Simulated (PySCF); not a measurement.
# MgBe: energy against distance

Set-up: PySCF, no relativity, basis sets Mg def2-SVPD, Be def2-SVPD. Energies in eV from Mg + Be in their ground configurations at the same level. State: ¹Σ⁺ (singlet), closed shell.

```json
{"R (Å)": "2.643", "PBE": "-0.1951"}
{"R (Å)": "2.766", "PBE": "-0.2454"}
{"R (Å)": "2.889", "PBE": "-0.2664"}
{"R (Å)": "2.981", "PBE": "-0.2691"}
{"R (Å)": "3.073", "PBE": "-0.2641"}
{"R (Å)": "3.165", "PBE": "-0.2537"}
{"R (Å)": "3.288", "PBE": "-0.2346"}
{"R (Å)": "3.442", "PBE": "-0.2065"}
{"R (Å)": "3.626", "PBE": "-0.1716"}
{"R (Å)": "3.872", "PBE": "-0.1289"}
```

**Question.** Put a parabola through the three lowest points of the PBE curve and estimate Re, k and ωe (reduced mass 6.551 u; 1 eV/Å² = 0.16022 mdyn/Å; ωe = 1302.8·√(k/μ) cm⁻¹).

**Answer.** Through R = 2.889, 2.981, 3.073 Å the second-order coefficient is 0.455 eV/Å², so Re ≈ 2.967 Å, k ≈ 0.146 mdyn/Å and ωe ≈ 194 cm⁻¹. A polynomial fit of higher order to the unrounded PBE energies gives Re = 2.962 Å, k = 0.155 mdyn/Å, ωe = 200 cm⁻¹; anharmonicity and rounding make the difference.

The higher-order fit for each curve: PBE: Re = 2.962 Å, ωe = 200 cm⁻¹, De = 0.269 eV.

Closed-shell solutions of metal pairs were not tested for spin polarisation, which can lower them a little. The bond is weak. Basis-set superposition, not corrected here, can be much of De in a small basis, most of all at correlated wavefunction levels. Functionals without a dispersion term scatter widely for such bonds, and LDA overbinds them.
